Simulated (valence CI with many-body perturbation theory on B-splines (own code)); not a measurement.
Energy levels of Ce X

Calculated by valence CI with perturbative core correlation (CI+MBPT): three valence electrons over a frozen Dirac-Fock core [Kr] 4d10, a basis of 8 s, 8 p, 9 d, 9 f, 6 g, 3 h, 2 i functions for each j, with the one-electron correlation potential Σ1 (screened to all orders), the two-electron term Σ2, the three-electron term Σ3, Breit, model QED; selected single and double excitations, second order for the rest, scaled by the run's own slope (own B-spline code, finite nucleus).

No measured spectrum was set against this ion. As an estimate, levels hold to about 250 cm⁻¹ or 0.2 % of their energy and the worst to 1 %, as in measured heavy ions of charge 2 to 7; those with d or f electrons hold less well. Core correlation moves these levels by up to 41000 cm⁻¹, and in measured spectra 5 to 20 % of such shifts remained as error; rates that hang on mixing are uncertain with them.

Levels 1 to 45 of 61, with energies above the lowest level, 5s2 5p 2P°_1/2. "Leading %" is the weight of the configuration and term that name the level; weights of strongly mixed levels are sums over their largest components and can fall short. In the jj column 3d3/2^4 stands for four electrons in 3d with j = 3/2. Lifetimes count E1, E2, E3, M1 and M2 decay at the calculated energies, and are blank where another channel may lead or the interval is too uncertain; long ones can be off by a factor of two.

| No. | Configuration | Term | J | E (cm⁻¹) | Leading % | Leading jj | Second component | Lifetime |
| --- | --- | --- | --- | --- | --- | --- | --- | --- |
| 1 | 5s2 5p | 2P° | 1/2 | 0.0 | 98 | 5s^2 5p1/2 (98 %) |  |  |
| 2 | 5s2 5p | 2P° | 3/2 | 33439 | 98 | 5s^2 5p3/2 (98 %) |  | 2.93 ms |
| 3 | 4f 5s2 | 2F° | 5/2 | 55197 | 98 | 4f5/2 5s^2 (98 %) |  | 76.8 ms |
| 4 | 4f 5s2 | 2F° | 7/2 | 57786 | 98 | 4f7/2 5s^2 (98 %) |  | 2.05 s |
| 5 | 5s 5p2 | 4P | 1/2 | 139180 | 88 | 5s 5p1/2^2 (75 %) | 10 % 5s 5p2 2S | 3.06 ns |
| 6 | 5s 5p2 | 4P | 3/2 | 158330 | 97 | 5s 5p1/2 5p3/2 (96 %) |  | 20.9 ns |
| 7 | 5s 5p2 | 4P | 5/2 | 169420 | 71 | 5s 5p1/2 5p3/2 (80 %) | 25 % 5s 5p2 2D | 3.01 ns |
| 8 | 4f 5s 5p | 4G | 5/2 | 183150 | 57 | 4f5/2 5s 5p1/2 (94 %) | 24 % 4f 5s 5p 4F | 28.2 ns |
| 9 | 4f 5s 5p | 4F | 7/2 | 186340 | 48 | 4f7/2 5s 5p1/2 (71 %) | 38 % 4f 5s 5p 4G | 24.0 ns |
| 10 | 4f 5s 5p | 4F | 3/2 | 186960 | 51 | 4f5/2 5s 5p1/2 (58 %) | 27 % 5s 5p2 2D | 554 ps |
| 11 | 4f 5s 5p | 4F | 5/2 | 190820 | 42 | 4f7/2 5s 5p1/2 (43 %) | 19 % 4f 5s 5p 4D | 3.67 ns |
| 12 | 4f 5s 5p | 2F | 7/2 | 190920 | 48 | 4f5/2 5s 5p1/2 (57 %) | 21 % 4f 5s 5p 4D | 3.44 ns |
| 13 | 4f 5s 5p | 4F | 9/2 | 192420 | 52 | 4f7/2 5s 5p1/2 (81 %) | 38 % 4f 5s 5p 4G | 5.63 ns |
| 14 | 5s 5p2 | 2D | 3/2 | 193010 | 53 | 5s 5p1/2 5p3/2 (52 %) | 33 % 4f 5s 5p 4F | 388 ps |
| 15 | 4f 5s 5p | 2F | 5/2 | 196940 | 34 | 4f5/2 5s 5p1/2 (34 %) | 23 % 4f 5s 5p 2D | 2.39 ns |
| 16 | 4f 5s 5p | 2G | 7/2 | 201540 | 43 | 4f7/2 5s 5p1/2 (77 %) | 20 % 4f 5s 5p 2F | 2.82 ns |
| 17 | 5s 5p2 | 2D | 5/2 | 206220 | 48 | 5s 5p3/2^2 (54 %) | 17 % 5s 5p2 4P | 838 ps |
| 18 | 5s 5p2 | 2P | 1/2 | 208670 | 66 | 5s 5p1/2 5p3/2 (68 %) | 23 % 5s 5p2 2S | 57.8 ps |
| 19 | 4f 5s 5p | 4G | 9/2 | 215310 | 57 | 4f7/2 5s 5p3/2 (62 %) | 43 % 4f 5s 5p 4F | 97.8 ns |
| 20 | 4f 5s 5p | 4F | 7/2 | 215640 | 38 | 4f5/2 5s 5p3/2 (81 %) | 23 % 4f 5s 5p 4G | 6.71 ns |
| 21 | 4f 5s 5p | 4D | 5/2 | 218990 | 59 | 4f5/2 5s 5p3/2 (79 %) | 26 % 4f 5s 5p 4F | 8.22 ns |
| 22 | 4f 5s 5p | 4G | 11/2 | 219280 | 100 | 4f7/2 5s 5p3/2 (100 %) |  | 4.46 ms |
| 23 | 4f 5s 5p | 4D | 3/2 | 221910 | 85 | 4f5/2 5s 5p3/2 (92 %) | 11 % 4f 5s 5p 4F | 27.2 ns |
| 24 | 4f 5s 5p | 2F | 7/2 | 222280 | 34 | 4f7/2 5s 5p3/2 (84 %) | 29 % 4f 5s 5p 2G | 5.88 ns |
| 25 | 4f 5s 5p | 4D | 1/2 | 223770 | 100 | 4f5/2 5s 5p3/2 (100 %) |  | 732 ns |
| 26 | 4f 5s 5p | 2D | 5/2 | 229220 | 54 | 4f7/2 5s 5p3/2 (74 %) | 17 % 4f 5s 5p 4D | 1.20 ns |
| 27 | 4f 5s 5p | 2G | 9/2 | 230620 | 93 | 4f5/2 5s 5p3/2 (62 %) |  | 226 ns |
| 28 | 4f 5s 5p | 2D | 3/2 | 235700 | 80 | 4f7/2 5s 5p3/2 (83 %) | 6 % 5s 5p2 2P | 620 ps |
| 29 | 5s 5p2 | 2S | 1/2 | 242140 | 62 | 5s 5p3/2^2 (84 %) | 29 % 5s 5p2 2P | 79.9 ps |
| 30 | 5s 5p2 | 2P | 3/2 | 245100 | 81 | 5s 5p3/2^2 (74 %) | 7 % 5s 5p2 2D | 45.7 ps |
| 31 | 4f 5s 5p | 2F | 5/2 | 249950 | 85 | 4f5/2 5s 5p3/2 (83 %) | 10 % 4f 5s 5p 2D | 83.9 ps |
| 32 | 4f 5s 5p | 2F | 7/2 | 252250 | 88 | 4f7/2 5s 5p3/2 (80 %) | 5 % 4f 5s 5p 2G | 80.8 ps |
| 33 | 4f 5s 5p | 2G | 7/2 | 257550 | 88 | 4f5/2 5s 5p3/2 (73 %) |  | 80.8 ps |
| 34 | 4f2 5s | 4H | 7/2 | 258520 | 96 | 4f5/2^2 5s (77 %) |  | 2.18 ns |
| 35 | 4f 5s 5p | 2D | 3/2 | 258540 | 86 | 4f5/2 5s 5p3/2 (76 %) | 8 % 5s2 5d 2D | 84.5 ps |
| 36 | 4f 5s 5p | 2G | 9/2 | 259000 | 89 | 4f7/2 5s 5p3/2 (80 %) |  | 78.6 ps |
| 37 | 4f2 5s | 4H | 9/2 | 259500 | 95 | 4f5/2 4f7/2 5s (58 %) |  | 2.13 ns |
| 38 | 4f 5s 5p | 2D | 5/2 | 260230 | 82 | 4f7/2 5s 5p3/2 (69 %) | 11 % 5s2 5d 2D | 91.5 ps |
| 39 | 4f2 5s | 4H | 11/2 | 260750 | 99 | 4f5/2 4f7/2 5s (82 %) |  |  |
| 40 | 4f2 5s | 4H | 13/2 | 262240 | 100 | 4f7/2^2 5s (83 %) |  | 31.0 ms |
| 41 | 4f2 5s | 4F | 3/2 | 264690 | 98 | 4f5/2^2 5s (63 %) |  | 29.1 ns |
| 42 | 4f2 5s | 4F | 5/2 | 265290 | 99 | 4f5/2 4f7/2 5s (64 %) |  | 58.1 ns |
| 43 | 4f2 5s | 4F | 7/2 | 266060 | 98 | 4f5/2 4f7/2 5s (90 %) |  | 433 ns |
| 44 | 4f2 5s | 4F | 9/2 | 266780 | 93 | 4f5/2 4f7/2 5s (55 %) | 6 % 4f2 5s 2G | 104 ns |
| 45 | 4f2 5s | 2H | 9/2 | 270360 | 81 | 4f5/2^2 5s (49 %) | 14 % 4f2 5s 2G | 21.7 ns |

Names give the largest LS component (configuration and term), which can be under half, so a name can repeat, a term be missing and a line seem to break the LS rules; names also repeat where a configuration has a term twice.

The ionisation energy to 5s2 1S_0 of the next ion comes out as 141.17 eV (NIST: 140 ± 2.2 eV (theoretical)). All 61 levels together are meant to be complete up to 314360 cm⁻¹.
